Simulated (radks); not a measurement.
Values are calculated unless marked as measured or tabulated.
Problem. The terbium ion Tb8+ is in [Kr] 4d10 4f5 5s2 5p4. Level of theory: scalar-relativistic Kohn-Sham, BLYP, spin-polarised, spherical densities, finite nucleus; Fermi nuclear charge, rms radius of each element as measured or else 0.836 A^(1/3) + 0.57 fm (a radial shooting solver on a logarithmic mesh with Libxc functionals). Open shells are filled with parallel spins first. One electron is removed from 4d, 5p, 4f, 5s in turn, with full relaxation. Which removal costs least, and what does each cost?

Solution. 5p 141.04 eV; 4f 154.70 eV; 5s 170.30 eV; 4d 298.67 eV. The 5p electron leaves first.
